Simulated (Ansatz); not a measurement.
All values below come from r2SCAN-D4/def2-SVP in Ansatz (a quantum-chemistry and plane-wave program). No frequencies were computed at this level.

Ansatz 0.2 input:
```yaml
crystal:
  periodic: [false, false, false]
  atoms:
    - { symbol: Si, position_ang: [5.88069, 1.555549, -0.447257] }
    - { symbol: Ge, position_ang: [4.80781, 0.123934, 1.0824] }
    - { symbol: Ge, position_ang: [3.036667, -1.307646, 0.299941] }
    - { symbol: Ge, position_ang: [1.908316, -2.898515, 1.704526] }
    - { symbol: Ge, position_ang: [0.105828, -4.176814, 0.760442] }
    - { symbol: Ge, position_ang: [-1.02714, -5.846864, 2.068818] }
    - { symbol: Ge, position_ang: [-2.848106, -7.122686, 1.147312] }
    - { symbol: Si, position_ang: [-3.912645, -8.779526, 2.432026] }
    - { symbol: H, position_ang: [5.472653, 2.941712, -0.21433] }
    - { symbol: H, position_ang: [5.515671, 1.179251, -1.814211] }
    - { symbol: H, position_ang: [7.334313, 1.4634, -0.303814] }
    - { symbol: H, position_ang: [4.247803, 0.882545, 2.27375] }
    - { symbol: H, position_ang: [5.796993, -0.775509, 1.804435] }
    - { symbol: H, position_ang: [1.970271, -0.442942, -0.360479] }
    - { symbol: H, position_ang: [3.533879, -2.063049, -0.926602] }
    - { symbol: H, position_ang: [2.931035, -3.848629, 2.310765] }
    - { symbol: H, position_ang: [1.415593, -2.201558, 2.964491] }
    - { symbol: H, position_ang: [-0.924729, -3.209533, 0.196432] }
    - { symbol: H, position_ang: [0.594216, -4.815197, -0.531919] }
    - { symbol: H, position_ang: [-1.47517, -5.195957, 3.371038] }
    - { symbol: H, position_ang: [0.02585, -6.800074, 2.619543] }
    - { symbol: H, position_ang: [-3.844879, -6.106771, 0.616196] }
    - { symbol: H, position_ang: [-2.341381, -7.682252, -0.171035] }
    - { symbol: H, position_ang: [-2.918943, -9.691953, 3.000088] }
    - { symbol: H, position_ang: [-4.668378, -8.162689, 3.52333] }
    - { symbol: H, position_ang: [-4.836617, -9.55078, 1.599057] }
basis:
  gaussian: { orbitals: def2-svp }
hamiltonian:
  xc: r2scan
  dispersion: d4
relax:
  max_steps: 150
```

Output:

```
[...]
relax step   1: F+E_penalty+E_count = -355109.38029389 eV  Δ(F+E_penalty+E_count) = +0.000e0 eV  max|allowed force component| = 5.903e-1 eV/Å  Δτ_max = 0.0000 Å  (26 SCF iters, accepted)
these checks for a lower state are left out or cut short: starts, cluster_reference, orbital_swaps, neighbouring_geometries, increment
3542 factors; their error is unknown
mean field -355109.58850859 eV, -13050.0366757666 hartree, gradient 6.8e-6 eV, S^2 0.000000; 0 other end points of the search recorded, 0 dependent functions left out
reference -355109.58853099 eV, -13050.0366765897 hartree; 119, 119 occupied and 199, 199 virtual orbitals, 3542 factors
relax step   2: F+E_penalty+E_count = -355109.78789862 eV  Δ(F+E_penalty+E_count) = -4.076e-1 eV  max|allowed force component| = 3.806e-1 eV/Å  Δτ_max = 0.1916 Å  (28 SCF iters, accepted)
these checks for a lower state are left out or cut short: starts, cluster_reference, orbital_swaps, neighbouring_geometries, increment
3542 factors; their error is unknown
mean field -355109.64767524 eV, -13050.0388501007 hartree, gradient 2.1e-5 eV, S^2 0.000000; 0 other end points of the search recorded, 0 dependent functions left out
reference -355109.64769759 eV, -13050.0388509220 hartree; 119, 119 occupied and 199, 199 virtual orbitals, 3542 factors
relax step   3: F+E_penalty+E_count = -355109.84796635 eV  Δ(F+E_penalty+E_count) = -6.007e-2 eV  max|allowed force component| = 5.990e-2 eV/Å  Δτ_max = 0.0651 Å  (28 SCF iters, accepted)
these checks for a lower state are left out or cut short: starts, cluster_reference, orbital_swaps, neighbouring_geometries, increment
3542 factors; their error is unknown
mean field evaluation 32: about -355109.8997 eV, gradient 5.0e-2 eV
mean field -355109.65982177 eV, -13050.0392964775 hartree, gradient 2.6e-5 eV, S^2 0.000000; 0 other end points of the search recorded, 0 dependent functions left out
reference -355109.65984408 eV, -13050.0392972972 hartree; 119, 119 occupied and 199, 199 virtual orbitals, 3542 factors
relax step   4: F+E_penalty+E_count = -355109.86117560 eV  Δ(F+E_penalty+E_count) = -1.321e-2 eV  max|allowed force component| = 2.022e-2 eV/Å  Δτ_max = 0.1437 Å  (27 SCF iters, accepted)
these checks for a lower state are left out or cut short: starts, cluster_reference, orbital_swaps, neighbouring_geometries, increment
3542 factors; their error is unknown
mean field -355109.66291825 eV, -13050.0394102712 hartree, gradient 1.7e-5 eV, S^2 0.000000; 0 other end points of the search recorded, 0 dependent functions left out
reference -355109.66294054 eV, -13050.0394110900 hartree; 119, 119 occupied and 199, 199 virtual orbitals, 3542 factors
relax step   5: F+E_penalty+E_count = -355109.86519553 eV  Δ(F+E_penalty+E_count) = -4.020e-3 eV  max|allowed force component| = 2.194e-1 eV/Å  Δτ_max = 0.1953 Å  (27 SCF iters, accepted)
these checks for a lower state are left out or cut short: starts, cluster_reference, orbital_swaps, neighbouring_geometries, increment
3542 factors; their error is unknown
mean field -355109.66775618 eV, -13050.0395880616 hartree, gradient 1.8e-5 eV, S^2 0.000000; 0 other end points of the search recorded, 0 dependent functions left out
reference -355109.66777845 eV, -13050.0395888802 hartree; 119, 119 occupied and 199, 199 virtual orbitals, 3542 factors
relax step   6: F+E_penalty+E_count = -355109.86989455 eV  Δ(F+E_penalty+E_count) = -4.699e-3 eV  max|allowed force component| = 1.170e-1 eV/Å  Δτ_max = 0.0338 Å  (29 SCF iters, accepted)
these checks for a lower state are left out or cut short: starts, cluster_reference, orbital_swaps, neighbouring_geometries, increment
3542 factors; their error is unknown
mean field -355109.67622599 eV, -13050.0398993215 hartree, gradient 2.5e-5 eV, S^2 0.000000; 0 other end points of the search recorded, 0 dependent functions left out
reference -355109.67624823 eV, -13050.0399001388 hartree; 119, 119 occupied and 199, 199 virtual orbitals, 3542 factors
relax step   7: F+E_penalty+E_count = -355109.87819350 eV  Δ(F+E_penalty+E_count) = -8.299e-3 eV  max|allowed force component| = 1.089e-2 eV/Å  Δτ_max = 0.1414 Å  (27 SCF iters, accepted)
these checks for a lower state are left out or cut short: starts, cluster_reference, orbital_swaps, neighbouring_geometries, increment
3542 factors; their error is unknown
mean field evaluation 64: about -355109.6788 eV, gradient 1.5e-5 eV
mean field -355109.67878536 eV, -13050.0399933765 hartree, gradient 1.5e-5 eV, S^2 0.000000; 0 other end points of the search recorded, 0 dependent functions left out
reference -355109.67880765 eV, -13050.0399941956 hartree; 119, 119 occupied and 199, 199 virtual orbitals, 3542 factors
relax step   8: F+E_penalty+E_count = -355109.88073826 eV  Δ(F+E_penalty+E_count) = -2.545e-3 eV  max|allowed force component| = 2.353e-1 eV/Å  Δτ_max = 0.1951 Å  (27 SCF iters, accepted)
these checks for a lower state are left out or cut short: starts, cluster_reference, orbital_swaps, neighbouring_geometries, increment
3542 factors; their error is unknown
mean field -355109.68345824 eV, -13050.0401651016 hartree, gradient 1.9e-5 eV, S^2 0.000000; 0 other end points of the search recorded, 0 dependent functions left out
reference -355109.68348054 eV, -13050.0401659212 hartree; 119, 119 occupied and 199, 199 virtual orbitals, 3542 factors
relax step   9: F+E_penalty+E_count = -355109.88522104 eV  Δ(F+E_penalty+E_count) = -4.483e-3 eV  max|allowed force component| = 1.156e-1 eV/Å  Δτ_max = 0.0489 Å  (29 SCF iters, accepted)
these checks for a lower state are left out or cut short: starts, cluster_reference, orbital_swaps, neighbouring_geometries, increment
3542 factors; their error is unknown
mean field -355109.68736150 eV, -13050.0403085437 hartree, gradient 2.0e-5 eV, S^2 0.000000; 0 other end points of the search recorded, 0 dependent functions left out
reference -355109.68738381 eV, -13050.0403093636 hartree; 119, 119 occupied and 199, 199 virtual orbitals, 3542 factors
relax step  10: F+E_penalty+E_count = -355109.88929762 eV  Δ(F+E_penalty+E_count) = -4.077e-3 eV  max|allowed force component| = 6.124e-3 eV/Å  Δτ_max = 0.0741 Å  (28 SCF iters, accepted)
these checks for a lower state are left out or cut short: starts, cluster_reference, orbital_swaps, neighbouring_geometries, increment
3542 factors; their error is unknown
mean field -355109.68872448 eV, -13050.0403586325 hartree, gradient 2.4e-5 eV, S^2 0.000000; 0 other end points of the search recorded, 0 dependent functions left out
reference -355109.68874680 eV, -13050.0403594525 hartree; 119, 119 occupied and 199, 199 virtual orbitals, 3542 factors
relax step  11: F+E_penalty+E_count = -355109.89075169 eV  Δ(F+E_penalty+E_count) = -1.454e-3 eV  max|allowed force component| = 6.593e-2 eV/Å  Δτ_max = 0.1127 Å  (27 SCF iters, accepted)
these checks for a lower state are left out or cut short: starts, cluster_reference, orbital_swaps, neighbouring_geometries, increment
3542 factors; their error is unknown
mean field -355109.68954203 eV, -13050.0403886769 hartree, gradient 2.1e-5 eV, S^2 0.000000; 0 other end points of the search recorded, 0 dependent functions left out
reference -355109.68956435 eV, -13050.0403894971 hartree; 119, 119 occupied and 199, 199 virtual orbitals, 3542 factors
relax step  12: F+E_penalty+E_count = -355109.89155393 eV  Δ(F+E_penalty+E_count) = -8.022e-4 eV  max|allowed force component| = 3.306e-2 eV/Å  Δτ_max = 0.0411 Å  (28 SCF iters, accepted)
these checks for a lower state are left out or cut short: starts, cluster_reference, orbital_swaps, neighbouring_geometries, increment
3542 factors; their error is unknown
mean field evaluation 96: about -355109.6901 eV, gradient 1.3e-1 eV
mean field -355109.69012136 eV, -13050.0404099668 hartree, gradient 2.1e-5 eV, S^2 0.000000; 0 other end points of the search recorded, 0 dependent functions left out
reference -355109.69014368 eV, -13050.0404107871 hartree; 119, 119 occupied and 199, 199 virtual orbitals, 3542 factors
relax step  13: F+E_penalty+E_count = -355109.89211750 eV  Δ(F+E_penalty+E_count) = -5.636e-4 eV  max|allowed force component| = 1.411e-2 eV/Å  Δτ_max = 0.0497 Å  (28 SCF iters, accepted)
these checks for a lower state are left out or cut short: starts, cluster_reference, orbital_swaps, neighbouring_geometries, increment
3542 factors; their error is unknown
mean field -355109.69024569 eV, -13050.0404145360 hartree, gradient 2.2e-5 eV, S^2 0.000000; 0 other end points of the search recorded, 0 dependent functions left out
reference -355109.69026802 eV, -13050.0404153564 hartree; 119, 119 occupied and 199, 199 virtual orbitals, 3542 factors
relax step  14: F+E_penalty+E_count = -355109.89224749 eV  Δ(F+E_penalty+E_count) = -1.300e-4 eV  max|allowed force component| = 1.215e-2 eV/Å  Δτ_max = 0.0295 Å  (28 SCF iters, accepted)
these checks for a lower state are left out or cut short: starts, cluster_reference, orbital_swaps, neighbouring_geometries, increment
3542 factors; their error is unknown
mean field -355109.69029801 eV, -13050.0404164585 hartree, gradient 1.3e-5 eV, S^2 0.000000; 0 other end points of the search recorded, 0 dependent functions left out
reference -355109.69032033 eV, -13050.0404172789 hartree; 119, 119 occupied and 199, 199 virtual orbitals, 3542 factors
relax step  15: F+E_penalty+E_count = -355109.89231156 eV  Δ(F+E_penalty+E_count) = -6.407e-5 eV  max|allowed force component| = 4.537e-3 eV/Å  Δτ_max = 0.0153 Å  (22 SCF iters, accepted)
these checks for a lower state are left out or cut short: starts, cluster_reference, orbital_swaps, neighbouring_geometries, increment
3542 factors; their error is unknown
mean field -355109.69032727 eV, -13050.0404175339 hartree, gradient 2.2e-5 eV, S^2 0.000000; 0 other end points of the search recorded, 0 dependent functions left out
reference -355109.69034959 eV, -13050.0404183543 hartree; 119, 119 occupied and 199, 199 virtual orbitals, 3542 factors
relax step  16: F+E_penalty+E_count = -355109.89234153 eV  Δ(F+E_penalty+E_count) = -2.997e-5 eV  max|allowed force component| = 3.672e-3 eV/Å  Δτ_max = 0.0112 Å  (22 SCF iters, accepted)
these checks for a lower state are left out or cut short: starts, cluster_reference, orbital_swaps, neighbouring_geometries, increment
3542 factors; their error is unknown
mean field -355109.69037089 eV, -13050.0404191369 hartree, gradient 2.6e-5 eV, S^2 0.000000; 0 other end points of the search recorded, 0 dependent functions left out
reference -355109.69039321 eV, -13050.0404199573 hartree; 119, 119 occupied and 199, 199 virtual orbitals, 3542 factors
relax step  17: F+E_penalty+E_count = -355109.89238847 eV  Δ(F+E_penalty+E_count) = -4.694e-5 eV  max|allowed force component| = 8.529e-3 eV/Å  Δτ_max = 0.0143 Å  (22 SCF iters, accepted)
3542 factors; their error is unknown
mean field evaluation 128: about -355107.8179 eV, gradient 3.7e1 eV
mean field -355109.69037089 eV, -13050.0404191369 hartree, gradient 2.6e-5 eV, S^2 0.000000; 1 other end points of the search recorded, 0 dependent functions left out
reference -355109.69039321 eV, -13050.0404199573 hartree; 119, 119 occupied and 199, 199 virtual orbitals, 3542 factors
Total energy: -355109.89241079 eV, -13050.0478439665 hartree
Atom 0 at     5.734639     1.384115    -0.338473 Å, force    -0.000216     0.008529     0.005194 eV/Å
Atom 1 at     4.787599    -0.175684     1.190028 Å, force    -0.001102     0.000271     0.002068 eV/Å
Atom 2 at     2.888211    -1.310039     0.199396 Å, force     0.001053    -0.000706     0.000281 eV/Å
Atom 3 at     1.862930    -2.901126     1.711944 Å, force     0.000733    -0.001038     0.000567 eV/Å
Atom 4 at     0.056325    -4.115898     0.647581 Å, force    -0.000050     0.000607    -0.000505 eV/Å
Atom 5 at    -0.957051    -5.758154     2.112489 Å, force     0.000283    -0.000412    -0.000420 eV/Å
Atom 6 at    -2.743590    -6.968012     1.007669 Å, force     0.001709     0.001157     0.000301 eV/Å
Atom 7 at    -3.708456    -8.595190     2.452001 Å, force    -0.003872    -0.000713     0.001217 eV/Å
Atom 8 at     4.698014     2.386902    -0.730867 Å, force     0.003075    -0.002541     0.002288 eV/Å
Atom 9 at     6.192777     0.663682    -1.564771 Å, force     0.000912    -0.003089    -0.002037 eV/Å
Atom 10 at     6.899069     2.103000     0.263880 Å, force    -0.002798    -0.002550    -0.002126 eV/Å
Atom 11 at     4.328523     0.542856     2.472889 Å, force     0.000633    -0.001548    -0.004028 eV/Å
Atom 12 at     5.835503    -1.227894     1.599195 Å, force    -0.002028     0.002905     0.000099 eV/Å
Atom 13 at     1.835955    -0.268972    -0.228757 Å, force     0.000275     0.000037    -0.000490 eV/Å
Atom 14 at     3.347065    -2.047282    -1.073654 Å, force     0.000010    -0.000020    -0.000400 eV/Å
Atom 15 at     2.928817    -3.900266     2.201100 Å, force     0.000020     0.000123    -0.000950 eV/Å
Atom 16 at     1.324458    -2.157386     2.948949 Å, force     0.001080    -0.001082    -0.000288 eV/Å
Atom 17 at    -1.021174    -3.118517     0.180610 Å, force    -0.000275     0.000209    -0.000120 eV/Å
Atom 18 at     0.598977    -4.827005    -0.607086 Å, force    -0.000829     0.000020     0.000210 eV/Å
Atom 19 at    -1.512670    -5.054311     3.365437 Å, force     0.000822     0.000278    -0.000660 eV/Å
Atom 20 at     0.120765    -6.753247     2.583931 Å, force    -0.000065     0.000404     0.000107 eV/Å
Atom 21 at    -3.813065    -5.959059     0.548706 Å, force    -0.001069    -0.001574     0.000294 eV/Å
Atom 22 at    -2.176097    -7.644421    -0.254432 Å, force    -0.000737    -0.000443     0.000628 eV/Å
Atom 23 at    -2.659461    -9.572579     2.873301 Å, force     0.001999     0.000760    -0.000571 eV/Å
Atom 24 at    -4.252982    -7.921360     3.669757 Å, force     0.000625     0.000924    -0.001481 eV/Å
Atom 25 at    -4.815481    -9.336707     1.774122 Å, force    -0.000187    -0.000509     0.000822 eV/Å
Dipole moment:     0.001258    -0.000576     0.004662 e Å
```

Cost: very roughly 10 core-minutes.
